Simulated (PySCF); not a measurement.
Hf(OMe)(H)3 (CH6HfO), SMILES [HfH3][O]C, multiplicity 1.

Geometry: B3LYP-D3(BJ)/def2-SVP. The spin state was assumed, not searched. The structure was generated by enumeration; whether it is a known compound was not checked. The def2 effective core potentials stand for the cores of Hf; spin–orbit coupling is left out.

Method: PBE/def2-TZVPD (PySCF).

Gas-phase values at a fixed geometry.

```json
{
 "total_energy": "-164.87370 hartree",
 "point_group": "C3",
 "highest_occupied_level": "-6.56 eV",
 "lowest_empty_level": "-2.27 eV",
 "orbital_gap": "4.30 eV",
 "dipole_moment": "0.494 e·Å",
 "quadrupole, principal values (traceless, Buckingham form, about the centre of nuclear charge)": "-4.89, -4.89, 9.77 D·Å",
 "mean_static_polarisability": "71.1 bohr³ (10.53 Å³)",
 "polarisability_principal_values": "64.6, 64.6, 84.0 bohr³"
}
```
